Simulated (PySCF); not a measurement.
**The second ionisation energy along the third row**

Calculated with PySCF 2.14 from differences of total energies of unrestricted determinants, without spin-orbit coupling. Values in eV. The last column holds reference values (NIST; (s) semi-empirical, (t) theoretical, else measured). Unmarked ones compare directly (S terms, centres of terms, or small fine structure); those marked * lie between the lowest fine-structure levels and include a spin-orbit shift.

| element | configurations | UHF | PBE | r2SCAN | MP2 (valence and next inner shell) | CCSD (valence and next inner shell) | CCSD(T) (valence and next inner shell) | reference |
| --- | --- | --- | --- | --- | --- | --- | --- | --- |
| Mg (x2c-TZVPPall with one added diffuse shell each of s, p, d type, spin-free X2C) | [Ne] 3s1 → [Ne] | 14.734 | 15.331 | 15.026 | 14.896 | 14.898 | 14.902 | 15.035 |
| Al (x2c-TZVPPall with one added diffuse shell each of s, p, d type, spin-free X2C) | [Ne] 3s2 → [Ne] 3s1 | 17.561 | 18.815 | 18.415 | 18.496 | 18.722 | 18.753 | 18.829 |
| Si (x2c-TZVPPall with one added diffuse shell each of s, p, d type, spin-free X2C) | [Ne] 3s2 3p1 → [Ne] 3s2 | 15.825 | 16.402 | 16.508 | 16.078 | 16.197 | 16.222 | 16.322 |
| P (x2c-TZVPPall with one added diffuse shell each of s, p, d type, spin-free X2C) | [Ne] 3s2 3p2 → [Ne] 3s2 3p1 | 19.150 | 19.776 | 19.927 | 19.605 | 19.637 | 19.669 | 19.769 (s) * |
| S (x2c-TZVPPall with one added diffuse shell each of s, p, d type, spin-free X2C) | [Ne] 3s2 3p3 → [Ne] 3s2 3p2 | 22.702 | 23.309 | 23.493 | 23.334 | 23.256 | 23.292 | 23.338 * |
| Cl (x2c-TZVPPall with one added diffuse shell each of s, p, d type, spin-free X2C) | [Ne] 3s2 3p4 → [Ne] 3s2 3p3 | 22.565 | 23.841 | 23.783 | 23.345 | 23.456 | 23.487 | 23.771 |
| Ar (x2c-TZVPPall with one added diffuse shell each of s, p, d type, spin-free X2C) | [Ne] 3s2 3p5 → [Ne] 3s2 3p4 | 26.350 | 27.591 | 27.645 | 27.349 | 27.305 | 27.340 | 27.630 * |

| method | elements | mean error (eV) | mean absolute error (eV) | largest error (eV) |
| --- | --- | --- | --- | --- |
| UHF | 4 | -0.818 | 0.818 | -1.268 |
| PBE | 4 | 0.108 | 0.115 | 0.296 |
| r2SCAN | 4 | -0.056 | 0.155 | -0.414 |
| MP2 (valence and next inner shell) | 4 | -0.285 | 0.285 | -0.426 |
| CCSD (valence and next inner shell) | 4 | -0.171 | 0.171 | -0.315 |
| CCSD(T) (valence and next inner shell) | 4 | -0.148 | 0.148 | -0.285 |

Errors include the incompleteness of the basis and the frozen core.

"Valence" correlates the outer s and p shells and, in groups 3 to 12 and the f block, the outer d or f shell, open or full, or the next shell where the ion has no valence electron left; the wider scheme adds the next inner shell.
